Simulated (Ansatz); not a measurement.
Calculated with Ansatz (gas phase, PBE0-D4/def2-TZVP geometries, no zero-point term in ΔE). CBS: MP2 limit from def2 TZ/QZ plus the TZ coupled-cluster correction, frozen cores. This one scheme is used for every species, atoms too. For atomizations the MP2-based limit and the directly extrapolated one differ by several kJ/mol either way, and by 10 to 25 for some Ge, Se and Sn compounds, so smaller differences from it don't rank the levels. DFT in def2-TZVPP. Open shells (•) are unrestricted, without spin–orbit coupling. Spin–orbit coupling would lower the free atoms: a little for Al, B, Si. Each species was taken in one conformer, which may not be the lowest.

`[BH2][Al]([NH2])[SiH3]` → Al• + B• + 7 H• + N• + Si•  (atomization)

`[BH2][Al]([NH2])[SiH3]`:

Cartesian coordinates in Å:
```
B 0.719 1.955 -1.067
Al -0.164 0.386 0.062
N -1.499 0.696 1.187
Si 0.570 -1.961 -0.083
H 0.339 2.260 -2.163
H 1.676 2.571 -0.684
H -1.945 -0.017 1.742
H -1.923 1.591 1.370
H 2.010 -2.117 0.280
H 0.424 -2.504 -1.466
H -0.207 -2.860 0.822
```

```csv
level,ΔE (eV),difference from CCSD(T)/CBS
r2SCAN0-D4,34.21,-0.32
BHLYP-D4,34.10,-0.43
ωB97M-V,34.62,0.09
r2SCAN,34.52,-0.01
r2SCAN0,34.15,-0.38
BHLYP,33.84,-0.69
CCSD(T)/def2-SVP,32.27,-2.26
SCS-MP2/def2-TZVPP,33.91,-0.62
HF/def2-QZVPP,25.77,-8.76
MP2/CBS(def2),34.48,-0.05
CCSD(T)/CBS,34.53,0
```

(1) What do rigid-rotor, harmonic-oscillator terms from PBE0-D4/def2-TZVP frequencies (298.15 K, 1 bar) make of the CCSD(T)/CBS value? (An estimate is asked.)

Largest T1 diagnostic among the species: 0.018.

Answers

(1) The calculation gave: ΔZPE = -1.89 eV, ΔH = +33.08 eV, ΔS = 1067 J/(mol·K), ΔG = +29.78 eV. Open shells count their whole term as degenerate.

From r2SCAN to r2SCAN0 (25 % exact exchange), in def2-TZVPP and without D4, ΔE moves by −0.37 eV: exact exchange takes away binding that semilocal exchange gives to molecules. At CCSD(T), def2-SVP lies −2.25 eV from the extrapolated value and def2-TZVPP −0.93 eV: correlation converges slowly with the basis, and small sets miss more of it in the bonded molecule than in its fragments. In def2-TZVPP, CCSD(T) changes the Hartree–Fock value by +7.89 eV (the triples alone add +0.36 eV) and MP2 by +7.84 eV; breaking electron pairs costs correlation energy, which Hartree–Fock lacks.
